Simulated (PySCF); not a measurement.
## Polarisability and C₆ of Hg⁵⁴⁺ (mercury, charge +54)

[Ar] 3d8, high-spin 3F determinant. Computed with PySCF 2.14 in an even-tempered Gaussian basis (16 s from 14 bohr⁻², ratio 2.5; 10 p from 18 bohr⁻², ratio 2.5; 7 d from 18 bohr⁻², ratio 2.5; 4 f from 71 bohr⁻², ratio 2.7; 3 g from 110 bohr⁻², ratio 2.7), with the non-relativistic Hamiltonian (point nucleus). Coupled (time-dependent) response in atomic units; α is the mean over directions.

```csv
method,mean α (bohr³),C₆ (like pair),S(−4)
UHF,0.001729,0.0001266,3.913e-06
PBE0,0.001739,0.0001266,4.182e-06
```

S(−4) is the Cauchy moment in α(ω) = α(0) + S(−4) ω² + …

Spin-orbit coupling is absent.

α(iu) at UHF:

```
u (hartree)  α(iu) (bohr³)
          0       0.001729
       6.00       0.001608
       12.0       0.001391
       24.0       0.001104
       36.0      0.0009667
       48.0      0.0008800
       60.0      0.0008105
       90.0      0.0006637
        120      0.0005418
        180      0.0003647
        300      0.0001855
```

A single London oscillator, α(iu) = α/(1 + u²/ω²), gives C₆ = (3/4) ω α². Matching the computed C₆ needs ω = 4 × 0.0001266 / (3 × 0.001729²) = 56.5 hartree.

For an ion, C₆ is the dispersion term alone; charge-induced terms of lower order in 1/R come first.

A non-relativistic calculation at this Z misses sizeable relativistic shifts. Spin-orbit coupling is strong in this species (close to jj coupling), so the high-spin LS determinant is a model state, not a physical level.
